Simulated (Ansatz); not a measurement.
`C=C(F)B(O)F` + `[OH][AlH][SiH2]O` → `O[SiH2]B(O)F` + `C=[C](F)[AlH][OH]`  (redistribution)

Calculated with Ansatz (gas phase, PBE0-D4/def2-TZVP geometries, no zero-point term in ΔE). CCSD(T)/CBS adds triple-zeta CCSD(T) − MP2 to the extrapolated MP2 energy (def2 sets, frozen cores). Functionals use def2-TZVPP. B3LYP here is the variant with VWN-RPA as its local correlation; programs differ in this. One conformer a species, not always the lowest.

```
             level  ΔE (kJ/mol)  difference from CCSD(T)/CBS
            PBE-D4         28.6                          7.0
         r2SCAN-D4         26.3                          4.7
           PBE0-D4         29.7                          8.1
          B3LYP-D4         22.1                          0.5
           ωB97X-V         21.2                         -0.4
           ωB97M-V         18.7                         -2.9
            B2PLYP         20.9                         -0.7
               PBE         28.8                          7.2
            r2SCAN         26.3                          4.7
              PBE0         29.8                          8.2
             B3LYP         22.6                          1.0
     HF/def2-TZVPP         24.0                          2.4
    MP2/def2-TZVPP         19.2                         -2.4
SCS-MP2/def2-TZVPP         19.0                         -2.6
   CCSD/def2-TZVPP         22.9                          1.3
CCSD(T)/def2-TZVPP         22.6                          1.0
     HF/def2-QZVPP         24.1                          2.5
    MP2/def2-QZVPP         18.7                         -2.9
SCS-MP2/def2-QZVPP         18.6                         -3.0
      HF/CBS(def2)         24.1                          2.5
     MP2/CBS(def2)         18.2                         -3.4
    CCSD/CBS(def2)         22.0                          0.4
       CCSD(T)/CBS         21.6                            0
```

Largest T1 diagnostic among the species: 0.013.
